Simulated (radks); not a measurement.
Results of a calculation; reference values are marked as such.
Task: The table gives one normalised radial function P(r) = r R(r) (large component) of Tc2+ in [Kr] 4d5 (r in bohr). Level of theory: Dirac Kohn-Sham, BLYP, spin-unpolarised, spherical densities, finite nucleus; open shells fill j = l - 1/2 first; Fermi nuclear charge, rms radius 4.4112 fm (a radial shooting solver on a logarithmic mesh with Libxc functionals).

r          P
0.002629  0.0001
0.003954  0.0002
0.005899  0.0005
0.008871  0.0014
0.01323   0.0042
0.0199    0.0125
0.02993   0.0359
0.04464   0.0957
0.06714   0.2394
0.1002    0.5220
0.1506    0.9757
0.2247    1.4402
0.3379    1.5891
0.5081    1.1895
0.758     0.5507
1.14      0.1294
1.701     0.0127
2.557     0.0003
3.815     0.0000
5.737     0.0000

Which n and l does it have? It may be an empty orbital.

Result: n = 3, l = 2: the number of nodes gives n - l - 1 = 0, the rise at small r points to l (for j = l - 1/2 the large component starts outside the nucleus as r^gamma with gamma = sqrt(l^2 - (Z/c)^2) = 1.98 and the r^(l+1) term takes over further out; the orbital of l - 1 with the same j starts with the same power, but with a larger coefficient, and does not steepen), and the extent must fit the shell. The curve is that of 3d3/2; the two j differ most near the nucleus, where j = l - 1/2 has the larger amplitude, and in heavy atoms j = l - 1/2 is also the more compact. 3d3/2: eigenvalue -268.00 eV, 0 radial nodes, <r> = 0.397 bohr, 90 % of the charge inside 0.634 bohr.
